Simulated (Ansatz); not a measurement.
Consider the formal exchange of groups at the Se–B bond: `CC[Se]B(O)O` + CH₄ → `CC[Se]C` + `OBO`.

Isolated molecules relaxed with PBE0-D4/def2-TZVP in Ansatz; ΔE leaves out vibrations. CCSD(T)/CBS is the MP2 limit (def2-TZVPP, def2-QZVPP) plus CCSD(T) − MP2 in def2-TZVPP, frozen cores. This one scheme is used for every species. DFT in def2-TZVPP. B3LYP here is the variant with VWN-RPA as its local correlation; programs differ in this. For Se outer-core shells are correlated without core-valence functions, which leaves a few kJ/mol of doubt a bond. Scalar relativity is left out up to krypton. Each species was taken in one conformer, which may not be the lowest.

`CC[Se]B(O)O`:

Cartesian coordinates in Å:
```
C 1.409 1.239 -0.349
C 0.415 1.119 0.783
Se -1.405 0.702 0.178
B -1.187 -1.217 -0.146
O 0.003 -1.814 0.127
O -2.209 -1.978 -0.635
H 1.106 2.005 -1.065
H 2.395 1.509 0.043
H 1.506 0.292 -0.882
H 0.695 0.339 1.489
H 0.310 2.056 1.331
H -0.020 -2.756 -0.064
H -3.019 -1.496 -0.812
```

CH₄:

Cartesian coordinates in Å:
```
C 0.000 0.000 0.000
H 0.498 0.306 -0.920
H 0.644 0.218 0.851
H -0.205 -1.070 -0.037
H -0.937 0.546 0.105
```

`CC[Se]C`:

```xyz
12

C    -1.958   -0.571   -0.125
C    -0.663    0.188    0.077
Se    0.862   -0.967   -0.313
C     2.250    0.341    0.045
H    -2.055   -0.921   -1.155
H    -2.015   -1.440    0.534
H    -2.814    0.072    0.093
H    -0.604    1.053   -0.586
H    -0.564    0.534    1.108
H     2.200    0.675    1.081
H     2.156    1.190   -0.632
H     3.206   -0.152   -0.128
```

`OBO`:

Z-matrix (Å, degrees):
```
B
O 1 1.353
O 1 1.364 2 119.3
H 1 1.198 2 118.4 3 180.0
H 2 0.963 1 112.3 3 0.0
H 3 0.958 1 113.2 2 180.0
```

Question: Is it downhill or uphill in electronic energy at CCSD(T)/CBS, and by how much? (Best estimate.)

Answer: Computed: Uphill: ΔE = +103.7 kJ/mol.

Question: What do these levels give: r2SCAN-D4, PBE0-D4, PBE, PBE0, B3LYP, HF/def2-TZVPP, SCS-MP2/def2-TZVPP, CCSD(T)/def2-TZVPP, HF/def2-QZVPP, SCS-MP2/def2-QZVPP, HF/CBS(def2), CCSD/CBS(def2)? (Best estimate.)

Answer: The calculation gave: r2SCAN-D4 110.1, PBE0-D4 106.0, PBE 101.0, PBE0 102.6, B3LYP 96.5, HF/def2-TZVPP 94.4, SCS-MP2/def2-TZVPP 99.9, CCSD(T)/def2-TZVPP 102.9, HF/def2-QZVPP 92.9, SCS-MP2/def2-QZVPP 99.7, HF/CBS(def2) 92.7, CCSD/CBS(def2) 101.8 kJ/mol.

Largest T1 diagnostic among the species: 0.013.

The D4 term adds +6.1 kJ/mol with B3LYP and +3.5 kJ/mol with PBE0; it sums over pairs of atoms, weighted by their polarisabilities, and B3LYP, whose exchange is more repulsive, gets the larger term. In def2-TZVPP, CCSD(T) changes the Hartree–Fock value by +8.5 kJ/mol (the triples alone add +1.9 kJ/mol) and MP2 by +11.6 kJ/mol.
